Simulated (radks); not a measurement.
Q: Species: Te33+. Configuration: [Ne] 3s2 3p5.5 3d1 4d0.5 (fractional occupations, a model configuration). All-electron calculation, scalar-relativistic Kohn-Sham, r2SCAN, spin-polarised, spherical densities, finite nucleus; open shells are filled with parallel spins first (spin-orbit coupling, left out, can overturn this in heavy ions); meta-GGA in the generalised Kohn-Sham scheme; Fermi nuclear charge, rms radius 4.7423 fm. Program: a radial shooting solver on a logarithmic mesh with Libxc functionals. Some entries of the table are withheld. Estimate them.

orbital,occ.,eigenvalue (eV),<1/r> (bohr^-1),r(max) (bohr)
1s up,1,-33406.95,55.56,0.01794
1s down,1,-33405.34,55.57,0.01794
2s up,1,-6552.857,12.85,0.1009
2s down,1,-6546.199,12.86,0.1009
2p up,3,-6064.225,12.28,0.08090
2p down,3,-6058.325,12.28,0.08088
3s up,1,-2391.235,5.034,0.2773
3s down,1,-2381.668,5.020,0.2776
3p up,3,-2233.491,4.830,0.2681
3p down,2.5,-2223.188,4.818,0.2684
3d up,1,-2031.958,(1),0.2158
3d down,0,-2020.129,(2),0.2158
4d up,0.5,-1059.446,2.385,0.5511
4d down,0,-1041.553,2.401,0.5476

A: 
(1) 3d up <1/r> (bohr^-1): 4.617
(2) 3d down <1/r> (bohr^-1): 4.614
